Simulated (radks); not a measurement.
Valence configurations of Hf (all share [Xe]). Method: scalar-relativistic Kohn-Sham, r2SCAN, spin-polarised, spherical densities, finite nucleus; open shells are filled with parallel spins first (spin-orbit coupling, left out, can overturn this in heavy ions); meta-GGA in the generalised Kohn-Sham scheme; Fermi nuclear charge, rms radius 5.347 fm; computed with a radial shooting solver on a logarithmic mesh with Libxc functionals. Energies are relative to 4f14 5d2 6s2; eigenvalues in eV for spin up.

valence,E (eV),moment (Bohr magnetons),e(4f),e(5d),e(6p),e(6s)
4f14 5d2 6s2,0.000,2,-17.008,-3.177,-,-5.601
4f14 5d3 6s1,0.812,4,-15.111,-2.512,-,-5.541
4f14 5d1 6s2 6p1,2.171,2,-20.603,-5.276,-2.652,-7.112
4f14 5d2 6s1 6p1,2.282,4,-18.236,-4.405,-2.498,-6.894
4f14 5d1.5 6s1.5 6p1,2.423,3,-19.429,-4.855,-2.610,-7.060
4f14 5d2 6p2,6.634,4,-19.637,-5.402,-3.093,-
4f13.5 5d2 6s2 6p0.5,8.886,3,-22.994,-5.035,-2.094,-6.620
4f13 5d3 6s2,16.466,4,-25.362,-4.589,-,-6.012
4f12.5 5d2 6s2 6p1.5,34.106,5,-35.956,-9.142,-3.337,-8.658
4f12 5d4 6s2,38.745,6,-34.294,-5.991,-,-6.324

NIST lists [Xe] 4f14 5d2 6s2 as the ground configuration; this level of theory agrees among the configurations tried. The energies are those of spherical high-spin densities, not of single terms.
